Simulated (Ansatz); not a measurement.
Total energies of CH₆FNOSi, SMILES `NCO[SiH2]F`.

Z-matrix (Å, degrees):
```
C
O 1 1.437
N 1 1.417 2 115.0
H 1 1.096 2 109.1 3 122.9
H 1 1.091 2 105.6 3 -120.6
Si 2 1.622 1 124.7 3 -88.7
H 3 1.011 1 111.7 2 -58.8
H 3 1.011 1 112.3 2 63.6
F 6 1.602 2 110.7 1 67.9
H 6 1.484 2 110.9 1 -48.8
H 6 1.475 2 107.6 1 -174.2
```

Total charge 0; spin multiplicity 1. Geometry: relaxed with PBE0-D4/def2-TZVP. It is one conformer, not always the lowest. Basis def2-TZVPP, the Gaussian-basis code of Ansatz.

RPA on PBE orbitals: Hartree–Fock energy of these orbitals -559.22211 Eh, correlation -1.58458 Eh (frozen core).

```csv
functional,energy without D4 (Eh),D4 term (kJ/mol)
LDA (SPW92),-558.09024,–
PBE,-560.80703,-19.3
revPBE,-561.10041,-63.3
BLYP,-561.19398,-42.9
r2SCAN,-561.09977,-4.9
B97M-V,-561.11505,–
PBE0,-560.84665,-16.3
r2SCANh,-561.08388,-5.1
r2SCAN0,-561.06129,-5.6
BHLYP,-561.13338,-22.2
LC-ωPBE,-561.01601,–
ωB97X-V,-561.12656,–
ωB97M-V,-561.14816,–
B2PLYP,-560.96073,–
```

Q: Give the same for B3LYP, HSE06 (plane-wave form), CAM-B3LYP, PBE-QIDH. (Best estimate.)

A: Computed: 
```csv
functional,energy without D4 (Eh),D4 term (kJ/mol)
B3LYP,-561.28680,-30.9
HSE06 (plane-wave form),-560.82737,-15.0
CAM-B3LYP,-561.17934,-16.3
PBE-QIDH,-560.73246,–
```

B3LYP takes the VWN-RPA correlation (the form of Gaussian; ORCA's B3LYP/G). HSE06 is the plane-wave form, built on full-range PBE exchange. The double hybrids freeze the cores in their second-order part.

LC-ωPBE has ω = 0.4 bohr⁻¹.
